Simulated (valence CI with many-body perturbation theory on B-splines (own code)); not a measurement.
Values are calculated unless marked as measured or tabulated.
**Ladder of approximations for Ba XLIV**

Method: valence CI with perturbative core correlation (CI+MBPT): three valence electrons over a frozen Dirac-Fock core [Ne], a basis of 11 s, 11 p, 9 d, 7 f, 5 g, 2 h, 1 i functions for each j, with the one-electron correlation potential Σ1, the two-electron term Σ2, the three-electron term Σ3, Breit, model QED; selected CI, second order for the rest (own B-spline code, finite nucleus).

The last digits are not significant, and no measured levels were compared; by estimate large intervals hold to a few tenths of a per cent, small ones and those within an open d or f shell to about a per cent.

Each rung adds one term. CI alone is the Dirac-Coulomb CI over the frozen core; QED comes last and gives the full result, which names the levels. Energies are above (3s^2 3p1/2) J=1/2 on the same rung, in Ry.

Levels are named by their leading jj configuration (3d3/2^4 stands for four electrons in 3d with j = 3/2), which in mixed levels can hold well under half, so a name can repeat and another be missing. Letters in brackets count levels of one name in rising energy.

```tsv
Level	CI alone	Σ1	Σ2	Σ3	Breit	QED	Full
(3s^2 3p3/2) J=3/2	7.275	+0.0066	+0.0038	+0.0001	-0.1024	+0.0111	7.194
(3s 3p1/2^2) J=1/2	7.926	-0.0167	+0.0012	+0.0010	+0.1057	-0.1213	7.896
(3s 3p1/2 3p3/2) J=3/2 [a]	13.805	-0.0102	+0.0176	+0.0019	+0.0057	-0.1089	13.712
(3s 3p1/2 3p3/2) J=5/2	14.707	-0.0099	+0.0100	+0.0015	-0.0199	-0.1065	14.582
(3s 3p1/2 3p3/2) J=3/2 [b]	15.895	-0.0098	-0.0031	+0.0011	-0.0229	-0.0957	15.764
(3s 3p1/2 3p3/2) J=1/2	16.504	-0.0103	-0.0319	0.0000	+0.0094	-0.1113	16.360
(3s^2 3d3/2) J=3/2	19.347	-0.0085	-0.0399	-0.0025	-0.1228	-0.0225	19.150
(3s^2 3d5/2) J=5/2	20.217	-0.0025	-0.0039	-0.0001	-0.1781	-0.0263	20.006
(3s 3p3/2^2) J=5/2	22.328	-0.0034	-0.0160	-0.0012	-0.1260	-0.0757	22.105
(3s 3p3/2^2) J=1/2	23.795	-0.0034	-0.0126	-0.0004	-0.0883	-0.0983	23.592
(3p1/2^2 3p3/2) J=3/2	23.936	-0.0261	-0.0128	+0.0026	+0.0766	-0.2083	23.768
(3s 3p3/2^2) J=3/2	24.199	-0.0036	-0.0346	-0.0004	-0.1014	-0.0980	23.961
(3s 3p1/2 3d3/2) J=3/2 [a]	24.983	-0.0251	-0.0005	+0.0002	-0.0263	-0.1346	24.796
(3s 3p1/2 3d3/2) J=5/2	25.612	-0.0247	-0.0026	+0.0005	-0.0538	-0.1269	25.404
(3s 3p1/2 3d3/2) J=1/2	26.960	-0.0248	-0.0318	-0.0012	-0.0319	-0.1257	26.745
(3s 3p1/2 3d3/2) J=3/2 [b]	27.086	-0.0239	-0.0299	-0.0021	-0.0429	-0.1276	26.859
(3s 3p1/2 3d5/2) J=5/2 [a]	27.384	-0.0191	-0.0115	-0.0011	-0.0926	-0.1229	27.137
(3s 3p1/2 3d5/2) J=7/2	27.917	-0.0187	-0.0122	-0.0005	-0.1206	-0.1210	27.644
(3s 3p1/2 3d5/2) J=5/2 [b]	28.483	-0.0191	-0.0162	-0.0022	-0.0968	-0.1285	28.220
```

The middle columns are the shifts that each term adds.

Q: How does the ionisation energy move along the ladder, and which term matters most?

A: CI alone 3366.8, + Σ1 3367.8, + Σ2 3367.7, + Σ3 3367.6, + Breit 3364.1, + QED 3364.1 eV. The largest step is Breit, -3.6 eV. NIST lists 3363 ± 4 eV (theoretical).
